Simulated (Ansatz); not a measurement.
`C[Si](C)(C)C#Cc1ccc(-c2ccc(-c3ccc(-c4ccc(C#C[Si](C)(C)C)[se]4)[se]3)[se]2)[se]1`. The state is a singlet with charge 0. Geometry PBE-D4/def2-SVP; atoms count from 1.

```xyz
58

C     4.3214   -7.5354    7.7272
Si    5.5518   -6.1005    7.7955
C     5.2499   -5.0502    9.3397
C     7.3289   -6.7457    7.7705
C     5.3067   -5.0435    6.3003
C     5.1659   -4.3363    5.2916
C     4.9962   -3.5369    4.1528
C     5.9592   -3.0716    3.2543
C     5.4770   -2.2782    2.1889
C     4.0972   -2.0509    2.1682
C     3.3536   -1.2828    1.2051
C     3.8521   -0.5744    0.1091
C     2.8933    0.0997   -0.6798
C     1.5628   -0.0230   -0.2737
C     0.3830    0.5390   -0.8622
C    -0.9451    0.4283   -0.4465
C    -1.9020    1.1032   -1.2381
C    -1.4062    1.7983   -2.3419
C    -2.1211    2.5689   -3.3197
C    -1.6168    3.2669   -4.4197
C    -2.5671    3.9433   -5.2193
C    -3.8956    3.8305   -4.8055
C    -5.0517    4.3781   -5.3797
C    -6.0874    4.8521   -5.8692
Si   -7.6329    5.5570   -6.5932
C    -8.5522    4.1828   -7.5119
C    -8.6959    6.2293   -5.1812
C    -7.1550    6.9436   -7.7842
Se   -4.0055    2.7552   -3.2420
Se    0.4805    1.6061   -2.4295
Se    1.4688   -1.1052    1.2830
Se    3.2762   -2.9119    3.6392
H     4.4743   -8.1473    6.8150
H     4.4439   -8.1962    8.6111
H     3.2763   -7.1642    7.7183
H     4.2154   -4.6500    9.3540
H     5.3969   -5.6557   10.2591
H     5.9487   -4.1896    9.3785
H     7.5189   -7.3470    6.8588
H     7.5234   -7.3873    8.6546
H     8.0544   -5.9077    7.7863
H     7.0210   -3.3231    3.3849
H     6.1427   -1.8624    1.4194
H     4.9269   -0.5415   -0.1182
H     3.1718    0.6912   -1.5654
H    -1.2235   -0.1496    0.4480
H    -2.9772    1.0855   -1.0033
H    -0.5396    3.2845   -4.6457
H    -2.2985    4.5266   -6.1110
H    -7.9331    3.7716   -8.3339
H    -8.8072    3.3493   -6.8269
H    -9.4959    4.5692   -7.9498
H    -8.1627    7.0283   -4.6281
H    -8.9518    5.4270   -4.4601
H    -9.6434    6.6530   -5.5739
H    -6.5972    7.7441   -7.2581
H    -8.0602    7.3956   -8.2391
H    -6.5139    6.5600   -8.6029
```

Single mean-field runs in def2-SVP are fitted with def2-universal-jkfit.

Question: Estimate the Mulliken populations of the heavy atoms from the PBE0/def2-SVP orbitals of Ansatz.

Answer: 
```csv
atom,charge (e)
C1,-0.33
Si2,0.53
C3,-0.33
C4,-0.33
C5,-0.39
C6,0.15
C7,-0.22
C8,0.04
C9,-0.04
C10,-0.12
C11,-0.12
C12,-0.02
C13,-0.04
C14,-0.11
C15,-0.12
C16,-0.04
C17,-0.03
C18,-0.11
C19,-0.12
C20,-0.06
C21,0.05
C22,-0.22
C23,0.15
C24,-0.39
Si25,0.53
C26,-0.32
C27,-0.33
C28,-0.33
Se29,0.27
Se30,0.23
Se31,0.23
Se32,0.26
```
Mulliken values depend strongly on the basis.

Question: And the Mayer bond orders between heavy atoms (over 0.3)?

Answer: C1–Si2 1.02 (1.89 Å); Si2–C3 1.02 (1.89 Å); Si2–C4 1.02 (1.89 Å); Si2–C5 0.85 (1.85 Å); C5–C6 2.68 (1.24 Å); C6–C7 1.09 (1.40 Å); C7–C8 1.47 (1.40 Å); C7–Se32 1.07 (1.90 Å); C8–C9 1.29 (1.41 Å); C9–C10 1.49 (1.40 Å); C10–C11 1.18 (1.44 Å); C10–Se32 1.10 (1.89 Å); C11–C12 1.50 (1.40 Å); C11–Se31 1.09 (1.89 Å); C12–C13 1.31 (1.41 Å); C13–C14 1.47 (1.40 Å); C14–C15 1.21 (1.43 Å); C14–Se31 1.09 (1.90 Å); C15–C16 1.48 (1.40 Å); C15–Se30 1.09 (1.90 Å); C16–C17 1.31 (1.41 Å); C17–C18 1.48 (1.40 Å); C18–C19 1.20 (1.44 Å); C18–Se30 1.09 (1.90 Å); C19–C20 1.48 (1.40 Å); C19–Se29 1.10 (1.90 Å); C20–C21 1.29 (1.41 Å); C21–C22 1.48 (1.40 Å); C22–C23 1.09 (1.40 Å); C22–Se29 1.07 (1.90 Å); C23–C24 2.68 (1.24 Å); C24–Si25 0.85 (1.85 Å); Si25–C26 1.02 (1.89 Å); Si25–C27 1.02 (1.89 Å); Si25–C28 1.02 (1.89 Å).
